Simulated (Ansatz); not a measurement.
`N#[C][SnH]([C]#N)[C]#N`, relaxed with RKS PBE0-D4/def2-TZVP in Ansatz 0.2.0 from a PBE-D4/def2-SVP geometry. The force threshold is 0.005 eV/Å; the program also tests the step.

The species carries charge 0 and has multiplicity 1. Sn: def2 effective core potential.

Start:

```xyz
8

N    -1.797    0.898    2.400
C    -1.267    0.504    1.430
Sn   -0.357   -0.223   -0.333
C     1.130   -1.601    0.261
N     1.944   -2.387    0.572
C     0.649    1.413   -1.212
N     1.190    2.320   -1.723
H    -1.492   -0.924   -1.394
```

**Question.** How much energy does the relaxation release, and in how many steps? (Estimate.)

**Answer.** Computed: 2.51 kcal/mol, in 3 steps.

**Question.** Which bonds change most? (An estimate is asked.)

**Answer.** Computed: Sn3–C4 from 2.113 to 2.085 Å; C2–Sn3 from 2.112 to 2.085 Å; Sn3–C6 from 2.112 to 2.085 Å; Sn3–H8 from 1.704 to 1.681 Å.

**Question.** Give the relaxed structure. (Best estimate.)

**Answer.** The calculation gave: 
```xyz
8

N    -1.770    0.878    2.365
C    -1.246    0.495    1.414
Sn   -0.352   -0.218   -0.329
C     1.115   -1.577    0.261
N     1.910   -2.352    0.566
C     0.642    1.397   -1.197
N     1.171    2.285   -1.704
H    -1.470   -0.909   -1.377
```
